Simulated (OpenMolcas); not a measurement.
**Dy V: CASPT2 settings compared**

```
Program             : OpenMolcas
Basis               : ANO-R3 [9s8p5d5f3g2h]
Scalar Hamiltonian  : X2C, finite nucleus
Active space        : 8 electrons in 7 orbitals (4f)
State averaging     : 2S+1 = 7 even, 7 roots; 2S+1 = 5 even, 5 roots kept (CI in the orbitals of an earlier block, 0 in the spin-orbit step)
Spin-orbit coupling : RASSI with atomic mean-field integrals over the reference wave functions, term energies averaged over their components
```

Methods on the same reference wave functions:
A. CASSCF
B. SS-CASPT2, IPEA 0.35 Eh, no level shift (closed shells correlated: 5s 5p)
C. SS-CASPT2, IPEA 0.3 Eh, sigma1 regulariser 0.15 Eh (closed shells correlated: 5s 5p)
D. XMS-CASPT2, IPEA 0.2 Eh, imaginary shift 0.1 Eh (closed shells correlated: 5s 5p)

Energies in cm-1 above 4f8 7F6.

```json
{"Level": "4f8 7F6", "A": "0.0", "B": "0.0", "C": "0.0", "D": "0.0"}
{"Level": "4f8 7F5", "A": "2136", "B": "2140", "C": "2140", "D": "2140"}
{"Level": "4f8 7F4", "A": "3916", "B": "3920", "C": "3920", "D": "3920"}
{"Level": "4f8 7F3", "A": "5340", "B": "5340", "C": "5340", "D": "5340"}
{"Level": "4f8 7F2", "A": "6408", "B": "6410", "C": "6410", "D": "6410"}
{"Level": "4f8 7F1", "A": "7119", "B": "7120", "C": "7120", "D": "7120"}
{"Level": "4f8 7F0", "A": "7475", "B": "7480", "C": "7480", "D": "7480"}
```

Among B to D no level of the table moves by more than 5 cm-1.

The lowest spin-free term lies below A's lowest term by 0.655 hartree in B, 0.656 hartree in C, 0.664 hartree in D.

Term energies are means over components that CASPT2 splits; among the terms shown or strongly mixed into the levels shown the widest spread is 34 cm-1 (4f8 7F, B). High states are left out of the spin-orbit mixing, which shifts the levels that they would mix with. Without dynamic correlation excited terms often stand tens of per cent too high (terms of higher spin than the ground term too low), and those without a measured partner can miss by more than the paired ones (holds for A). Levels of configurations outside the active space are missing.
